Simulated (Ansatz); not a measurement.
Si₂O₃. Total charge 0; singlet. Geometry PBE-D4/def2-SVP; atoms count from 1.

| atom | x (Å) | y (Å) | z (Å) |
| --- | --- | --- | --- |
| Si1 | 1.823 | -1.600 | -0.690 |
| Si2 | -0.664 | 0.582 | 0.250 |
| O3 | -1.617 | 0.574 | -0.975 |
| O4 | -0.238 | 1.048 | 1.668 |
| O5 | 0.695 | -0.604 | -0.253 |

The structure comes from a short search, and lower isomers may exist.

Q: Estimate the Mulliken populations from the PBE0/def2-TZVP orbitals of Ansatz.

A: 
```
atom  charge (e)
 Si1        0.65
 Si2        0.70
  O3       -0.56
  O4       -0.56
  O5       -0.23
```
Mulliken values and Mayer orders depend strongly on the basis.

Q: And the Mayer bond orders between bonded heavy atoms (over 0.3)?

A: Si1–O5 1.93 (1.57 Å); Si2–O3 2.05 (1.55 Å); Si2–O4 2.05 (1.55 Å); Si2–O5 0.57 (1.87 Å).
